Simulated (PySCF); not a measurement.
# SMILES Cc1ccc(C(=O)Br)s1, C6H5BrOS

Molfile (atoms numbered from 1):
```
C6H5BrOS
     RDKit          3D

 14 14  0  0  0  0  0  0  0  0999 V2000
   -2.5281    0.2727    0.4138 C   0  0  0  0  0  0  0  0  0  0  0  0
   -1.0796    0.0865    0.1508 C   0  0  0  0  0  0  0  0  0  0  0  0
   -0.4878   -0.8473   -0.6605 C   0  0  0  0  0  0  0  0  0  0  0  0
    0.9064   -0.7562   -0.6913 C   0  0  0  0  0  0  0  0  0  0  0  0
    1.3905    0.2579    0.1050 C   0  0  0  0  0  0  0  0  0  0  0  0
    2.7206    0.6960    0.3637 C   0  0  0  0  0  0  0  0  0  0  0  0
    3.1153    1.5762    1.0550 O   0  0  0  0  0  0  0  0  0  0  0  0
    4.0762   -0.3854   -0.6240 Br  0  0  0  0  0  0  0  0  0  0  0  0
    0.0880    1.1078    0.9008 S   0  0  0  0  0  0  0  0  0  0  0  0
   -3.1086   -0.4587   -0.1424 H   0  0  0  0  0  0  0  0  0  0  0  0
   -2.7415    0.1605    1.4762 H   0  0  0  0  0  0  0  0  0  0  0  0
   -2.8446    1.2731    0.1208 H   0  0  0  0  0  0  0  0  0  0  0  0
   -1.0449   -1.5784   -1.2185 H   0  0  0  0  0  0  0  0  0  0  0  0
    1.5373   -1.4051   -1.2716 H   0  0  0  0  0  0  0  0  0  0  0  0
  1  2  1  0
  2  3  2  0
  3  4  1  0
  4  5  2  0
  5  6  1  0
  6  7  2  0
  6  8  1  0
  5  9  1  0
  9  2  1  0
  1 10  1  0
  1 11  1  0
  1 12  1  0
  3 13  1  0
  4 14  1  0
M  END
```

Theory: PySCF, GIAO CAM-B3LYP/pcSseg-1 magnetisability, rotational g tensor and spin-rotation constants, non-relativistic, gas phase. Geometry: GFN2-xTB.

The calculation is non-relativistic, which matters for the atoms heavier than Zn.

Problem. How diamagnetic is it, and how anisotropic?

Solution. Isotropic -1617 × 10⁻³⁰ J/T², or -97.4 × 10⁻⁶ cm³/mol; principal values -2068, -1514, -1268 × 10⁻³⁰ J/T², anisotropy 710 × 10⁻³⁰ J/T² (root of half the summed squared differences of the principal values). The susceptibility is in cgs units.

Problem. Split it along the inertial axes a, b, c into diamagnetic and paramagnetic parts about the centre of mass, with the quadrupole moment.

Solution. 
```csv
axis,χ (10⁻⁶ cm³/mol),diamagnetic (10⁻⁶ cm³/mol),paramagnetic (10⁻⁶ cm³/mol),summed x² of all electrons (Å²),quadrupole Θ (D Å)
a,-90.6,-542.7,452.2,547.3,+11.51
b,-76.9,-2393.9,2317.0,111.0,-5.01
c,-124.6,-2792.9,2668.4,16.9,-6.50
```
Anisotropies 2χaa − χbb − χcc = +20.4 and 2χbb − χaa − χcc = +61.2 × 10⁻⁶ cm³/mol. Θ is traceless in Buckingham's convention.

Problem. And the rotational g tensor?

Solution. 
| axis | rotational constant (GHz) | g | nuclear part | electronic part |
| --- | --- | --- | --- | --- |
| a | 2.7759 | -0.0512 | 0.5385 | -0.5897 |
| b | 0.4837 | -0.0098 | 0.5167 | -0.5265 |
| c | 0.4130 | +0.0010 | 0.5187 | -0.5177 |

Asymmetric top; isotopes 79Br, 12C, 1H, 16O, 32S; no vibrational averaging.
